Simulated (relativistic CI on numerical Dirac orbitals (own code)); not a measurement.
## Sensitivity of the levels of Pt⁵⁺ to α and to the nuclear radius

These numbers are calculated, not measured: Dirac-Coulomb-Breit CI, orbitals from a KLI potential per configuration, valence Slater integrals scaled by 0.85, P86 correlation energy added to each configuration, derivatives by finite differences, QED left out (own radial code, finite nucleus).

Configuration list (outside the closed core [Kr] 4d10 4f14 5p6): 5s²5d⁵, 5s²5d⁴6s, 5s²5d⁴5f, 5s²5d³6s², 5s²5d⁴6d, 5s5d⁶. Levels of other configurations are missing.

With x = (α/α₀)² − 1 an excitation energy changes as ω = ω₀ + qx; K = 2q/ω₀ is the relative enhancement. Terms are leading LS components, so labels can repeat. The field-shift factor is F = δν/δ⟨r²⟩ for the transition from the lowest level.

Lowest level 5s²5d⁵ ⁶S5/2.

```csv
Level,ω₀ (cm⁻¹),q (cm⁻¹),K,F (GHz/fm²)
5s²5d⁵ ⁴G5/2,17709.6,-8648,-0.977,0.422
5s²5d⁵ ⁴G7/2,24353.6,-669.8,-0.055,0.994
5s²5d⁵ ⁴D3/2,25042.7,-1609,-0.129,1.5
5s²5d⁵ ⁴G11/2,25897.4,1100,0.085,0.857
5s²5d⁵ ⁴G5/2,26445.5,3145,0.238,1.53
5s²5d⁵ ⁴G9/2,27212.6,3123,0.23,1.17
5s²5d⁵ ⁴P1/2,28797.8,1707,0.119,2.27
5s²5d⁵ ⁴D7/2,33046.3,6226,0.377,2.16
5s²5d⁵ ²D5/2,34699.3,3492,0.201,2.78
5s²5d⁵ ⁴D1/2,37856.1,10480,0.554,3.29
5s²5d⁵ ²I11/2,38130.6,7036,0.369,1.49
5s²5d⁵ ⁴D3/2,38962.2,8606,0.442,3.56
5s²5d⁵ ²F7/2,39254.6,971.7,0.0495,1.32
```

At this charge configurations can still be misplaced by up to about 7 % of their energy. Levels and lines within the n = 5 or 6 shells can be off by up to 10 % or somewhat more, and those that change n by about 2 %, since core polarisation is missing.
